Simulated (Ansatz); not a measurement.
Calculated with Ansatz (gas phase, PBE0-D4/def2-TZVP geometries, no zero-point term in ΔE). CCSD(T)/CBS is the MP2 limit (def2-TZVPP, def2-QZVPP) plus CCSD(T) − MP2 in def2-TZVPP, frozen cores. This one scheme is used for every species. Functionals use def2-TZVPP. B3LYP here is the variant with VWN-RPA as its local correlation; programs differ in this. HSE06 is defined as in plane-wave codes. For Zn outer-core shells are correlated without core-valence functions, which leaves a few kJ/mol of doubt a bond. Scalar relativity is left out up to krypton. Each species was taken in one conformer, which may not be the lowest.

Consider the ligand exchange at a Zn–O bond: `C[O][Zn][O][SiH3]` + H–F → `C[O][Zn][F]` + `O[SiH3]`.

`C[O][Zn][O][SiH3]`:

```xyz
11

C    -0.580   -2.031   -1.965
O    -0.866   -1.851   -0.604
Zn   -0.547   -0.396    0.331
O    -0.351    0.981    1.401
Si    0.710    2.121    1.858
H     0.492   -1.951   -2.188
H    -1.113   -1.320   -2.609
H    -0.901   -3.038   -2.252
H     0.247    2.746    3.125
H     0.838    3.188    0.823
H     2.071    1.551    2.082
```

H–F:

```xyz
2

F    -0.285   -0.070    0.354
H     0.285    0.070   -0.354
```

`C[O][Zn][F]`:

Cartesian coordinates in Å:
```
C 0.972 0.135 0.405
O 0.186 -0.528 -0.551
Zn -1.545 -0.325 -0.769
F -3.252 -0.215 -1.086
H 0.965 1.225 0.279
H 0.667 -0.089 1.435
H 2.007 -0.204 0.287
```

`O[SiH3]`:

```xyz
6

O    -0.742    0.409   -0.961
Si    0.237   -0.257    0.184
H    -1.110    1.276   -0.786
H     1.440    0.584    0.436
H     0.649   -1.575   -0.351
H    -0.474   -0.437    1.479
```

```tsv
level	ΔE (kJ/mol)	difference from CCSD(T)/CBS
B3LYP-D4	-11.4	-5.8
HSE06-D4	-9.0	-3.4
CAM-B3LYP-D4	-12.1	-6.5
PBE-QIDH	-5.1	0.5
r2SCAN	-13.8	-8.2
PBE0	-12.4	-6.8
B3LYP	-17.3	-11.7
r2SCAN0	-10.1	-4.5
HSE06	-12.2	-6.6
BHLYP	-14.0	-8.4
CCSD/def2-SVP	-1.3	4.3
CCSD(T)/def2-SVP	0.3	5.9
HF/def2-TZVPP	-14.5	-8.9
CCSD/def2-TZVPP	-4.0	1.6
CCSD(T)/def2-TZVPP	-2.3	3.3
MP2/def2-QZVPP	-1.7	3.9
CCSD(T)/CBS	-5.6	0
```

Largest T1 diagnostic among the species: 0.017.

From BLYP to BHLYP (50 % exact exchange), in def2-TZVPP and without D4, ΔE moves by +8.2 kJ/mol. The D4 term adds +5.8 kJ/mol with B3LYP and +3.3 kJ/mol with PBE0; it sums over pairs of atoms, weighted by their polarisabilities, and B3LYP, whose exchange is more repulsive, gets the larger term.
